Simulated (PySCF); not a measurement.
# Calculated properties of `N[Si](Cl)(Cl)Cl` (Si(NH2)Cl3)

Si(NH2)Cl3.
Bonds: Si1–N2, Si1–Cl5, Si1–Cl6, Si1–Cl7. Hydrogens: H3, H4 on N2.

PBE0-D3(BJ)/def2-SVP geometry optimisation, gas phase (PySCF):

* Point group: Cs
* Rotational constants A, B, C: 1.828, 1.747, 1.306 GHz

From B3LYP/def2-SVPD ground state and vertical TDDFT (core frozen in the response) (PySCF):

* Dipole moment: 2.51 D
* HOMO energy: -8.20 eV
* LUMO energy: -0.66 eV
* HOMO–LUMO gap: 7.54 eV
* Lowest singlet excitation: 6.55 eV (189 nm, f = 0.010)
* Strongest line among the 10 lowest singlet transitions: S6 at 7.79 eV (159 nm, f = 0.070)
* Lowest triplet excitation (Tamm–Dancoff): 6.23 eV
* Static isotropic polarisability: 73.0 au
* Electronic spatial extent ⟨r²⟩ about the centre of nuclear charge: 982 bohr²

**KT2/pcSseg-1 ground state and GIAO shieldings, non-relativistic (PySCF)**

* 1H chemical shifts (computed TMS as zero) by class: 1.68 (H3/H4) ppm
* Isotropic shieldings of nuclei other than C and H, by class: 206 (N2), 361 (Si1), 771 (Cl5/Cl6/Cl7) ppm

delta-SCF UKS SCAN, pcX-2 on the ionised atom, pcseg-1 elsewhere, spin-free X2C; 2p3/2 from a spin–orbit splitting computed afterwards within the 2p shell (PySCF):

- Core binding energies: Si2p3/2 109.6 (Si1), Cl2p3/2 206.5 (Cl5/Cl6/Cl7), N1s 405.8 (N2), Si1s 1849.8 (Si1), Cl1s 2829.1 (Cl5/Cl6/Cl7) eV

Monoisotopic mass (most abundant isotopes): 148.9022 u.

In atomic units the dipole is 0.99 e·bohr (1 au = 2.5417 D). The rotational constants make it an asymmetric top with κ = (2B − A − C)/(A − C) = 0.69, nearer the oblate limit (+1). The largest Löwdin shares of the LUMO are 0.26 on Si1, 0.19 on Cl6, 0.19 on Cl7 and 0.19 on Cl5. The largest Löwdin shares of the HOMO are 0.59 on N2, 0.17 on Cl7 and 0.05 on Cl6. The 10 singlets span 6.55 to 8.21 eV, and their oscillator strengths add up to 0.27. A dipole of 2.51 D is allowed in Cs, and pure rotational transitions are dipole-allowed.

 NMR classes are plain means over equivalent atoms (diastereotopic ones count apart unless rotation or inversion swaps them), as if these changed places fast; in this geometry the members of some classes differ.

For the NMR shielding job (KT2/pcSseg-1), hardware: one thread of an AMD EPYC, on a shared host. Cost: 27 s of wall time, 0.66 GiB resident at most.
